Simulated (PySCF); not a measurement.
H6BrN3Si, SMILES N[Si](N)(N)Br, singlet (PBE0/def2-SVP optimised geometry):

```
11

N     -1.071     0.931     0.000
Si    -0.481    -0.679     0.000
N     -1.069    -1.519    -1.375
N      1.234    -0.679     0.000
Br    -1.217    -1.733     1.883
H     -1.245     1.423     0.869
H     -1.756     1.169    -0.709
H     -1.950    -2.019    -1.343
H     -0.384    -2.006    -1.941
H      1.756    -1.423     0.448
H      1.692     0.219     0.109
```

Method: PBE0/def2-TZVP (PySCF).

Q: What are the frontier orbital energies and the dipole moment?

A: HOMO-2 -7.50 eV, HOMO-1 -7.50 eV, HOMO -7.46 eV, LUMO 0.65 eV, LUMO+1 1.62 eV; dipole moment 1.45 D.

On the same geometry PBE/def2-TZVP run with PySCF gives HOMO-2 -6.10 eV, HOMO-1 -6.10 eV, HOMO -6.06 eV, LUMO -0.19 eV, LUMO+1 0.66 eV; dipole moment 1.48 D.

Meta-Löwdin charges at PBE0/def2-TZVP: N1 -0.76, Si2 1.15, N3 -0.76, N4 -0.76, Br5 -0.37, H6 0.25, H7 0.25, H8 0.25, H9 0.25, H10 0.25, H11 0.25.
